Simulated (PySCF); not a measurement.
NMR data simulated for an unnamed compound:

¹H NMR (500 MHz, computed): δ 6.71 (m, 1H), 6.53 (m, 1H), 6.24 (ttt, J = 63.8, 2.1, 1.2 Hz, 1H), 5.72 (dtq, J = 18.2, 2.2, 1.2 Hz, 1H), 5.66 (d of t of quint, J = 11.3, 2.1, 1.2 Hz, 1H), 5.65 (m, 1H).

¹³C{¹H} NMR (computed): δ 143.5 (CH), 142.0 (CH, t, J = 11.2 Hz), 133.3 (CH, t, J = 19.1 Hz), 131.0 (CH2), 115.7 (CH, t, J = 301.1 Hz).

- couplings computed with B3LYP/pcJ-1 (spin–dipole term only in couplings to heteroatoms)
- shieldings: GIAO PBE0/pcSseg-1
- coordinates at the PBE0-D3(BJ)/def2-SVP level
- code: PySCF
- no relativistic terms, no solvent model, one conformer, one averaged value for each set of equivalent atoms

Chemical shifts δ = σref − σ; ¹H (σ = 31.27 ppm), ¹³C (σ = 184.41 ppm) against TMS, all at this level.

Which of these does the molecule contain: a non-aromatic C=C double bond, a CH3CH2 unit, a vinyl group CH=CH2, a nitrile, an N-methyl group?

## Answers


- A non-aromatic C=C double bond: yes.
- A CH3CH2 unit: no.
- A vinyl group CH=CH2: yes (δC 131.0, 143.5; δH 5.66 (m), 5.72 (dtq), 6.53 (m)).
- A nitrile: no.
- An N-methyl group: no.

The data belong to `C=C/C=C/C(F)F`, C$_{5}$H$_{6}$F$_{2}$; they needn't prove each group on their own.

Carbon signals by region: 5 in the sp2 and nitrile region (100–160 ppm).

C–F couplings over four or more bonds (about 3 Hz to the para carbon of a fluoroarene) are left out. Common functionals overestimate the size of one-bond C–F couplings by tens of Hz; these are unscaled. Splittings below 1 Hz are ignored in the labels, and close J values are merged. Unscaled 3J(H,H) at this level run about 10 % above measured values. Shifts are as computed. Against solution values, carbons near 30 ppm lie about +2 ppm off and those near 130 ppm about +5 ppm. Of 1211 compounds with measured shifts, 218 miss one by over three times the rms of a fit or turn the order of signals round; such compounds aren't used in these exercises. Couplings across =CH–CH2 type bonds come from one rotamer and its mirror image, and can be 1–2 Hz further off. Vicinal couplings across rotatable single bonds and in flexible rings belong to the one computed conformer; a conformer average would change them.
